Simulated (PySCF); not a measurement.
**TDDFT excited states: [C5H7F3P]+**

Compound: C₅H₇F₃P (charge +1).
SMILES: `CC1=C(C(F)(F)F)[P@H+]1C`

Computed, not measured: TDDFT CAM-B3LYP/def2-SVPD, vertical, gas phase, core orbitals frozen in the response in PySCF 2.14.0, density-fitted response routines. Isolated species at its GFN2-xTB geometry, gas phase. Torsions of this conformer, `[CH3:1][C:2]1=[C:3]([C:4]([F:5])([F:6])[F:7])[P@H+:8]1[CH3:9]`: C2–C3–C4–F5 123°.

Task: Predict the UV-vis stick spectrum at this level.

Result: 

```
state  E (eV)  ν̃ (cm⁻¹)       f  |μ| (D)  main configurations (H = HOMO, L = LUMO)
   S1    6.37      51390  0.0066     0.52                    H→L (60%), H→L+1 (29%)
   S2    6.43      51850  0.0016     0.26                H-1→L (49%), H-1→L+1 (40%)
   S3    6.94      56010   0.137     2.28                    H→L+1 (51%), H→L (26%)
   S4    7.46      60160   0.019     0.82                H-2→L+1 (44%), H-2→L (42%)
   S5    7.49      60410   0.232     2.86                H-1→L+1 (44%), H-1→L (38%)
   S6    8.34      67300   0.089     1.68                H-2→L+1 (42%), H-2→L (35%)
   S7    8.44      68100   0.027     0.92                  H→L+2 (52%), H→L+4 (33%)
   S8    8.82      71110  0.0074     0.47                  H→L+4 (48%), H→L+2 (39%)
```

Triplets (Tamm–Dancoff): T1 4.72 eV, H→L (47%), H→L+1 (46%); T2 5.64 eV, H-1→L (62%), H-1→L+1 (29%); T3 5.98 eV, H-1→L+1 (30%), H→L+1 (24%), H-1→L (22%).

The lowest singlet lies at 6.37 eV (195 nm, vacuum ultraviolet) and is weak; its leading configuration is HOMO→LUMO (60%). The strongest level in the table is S5 at 7.49 eV (166 nm, f = 0.232). Löwdin shares by element: HOMO carbon 65% or more, phosphorus 9% (atoms not listed hold the other 26%); LUMO carbon 44% or more, phosphorus 27%, hydrogen 8% or more (atoms not listed hold the other 21%). Orbital energies (eV): HOMO-3 -17.43, HOMO-2 -16.78, HOMO-1 -15.51, HOMO -15.25, LUMO -5.07, LUMO+1 -4.93, LUMO+2 -3.30. Of the 8 states listed, 5 reach f = 0.01 and none stays under 0.0005. The oscillator strengths of these states sum to 0.520; summed over the whole spectrum of an exact calculation they would give the number of electrons, 78 (Thomas–Reiche–Kuhn). Only the lowest 8 singlets were computed, as vertical energies without vibronic structure.
